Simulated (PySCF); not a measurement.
Finite-field polarisability of O (oxygen, neutral)

[He] 2s2 2p4, high-spin 3P determinant. All numbers are calculated (PySCF 2.14, scalar relativity by spin-free X2C-1e, in ANO-RCC-VTZP). Frozen: 1s2. Energy changes in a uniform field (μhartree):

```
axis  F (au)        HF       MP2      CCSD   CCSD(T)
   x  0.0074  -100.645  -103.146  -102.965  -103.283
   x  0.0148  -402.616  -412.625  -411.901  -413.173
   y  0.0073  -100.008  -104.319  -105.504  -106.078
   y  0.0146  -400.136  -417.383  -422.121  -424.416
```

By symmetry the remaining axis equals x.

(1) Derive α along x at CCSD(T) from the two fields.

(2) And the mean polarisability at each level?

CCSD(T) lies more than 5 % below the reference, which points to too few diffuse and polarisation functions.

The basis has no added diffuse functions, which lowers α.

Answers

(1) With ΔE = −αF²/2 − γF⁴/24, α = −(16 ΔE(F) − ΔE(2F))/(6F²) = 3.772 bohr³.

(2) The components xx, yy, zz at CCSD(T) are 3.772, 3.981, 3.772, the third axis being equal by symmetry to one of the two computed. Means: HF 3.702, MP2 3.816, CCSD 3.827, CCSD(T) 3.842 bohr³. Reference: 5.3 ± 0.2 bohr³ (recommended; Schwerdtfeger and Nagle, table of static dipole polarizabilities (2023 update)).
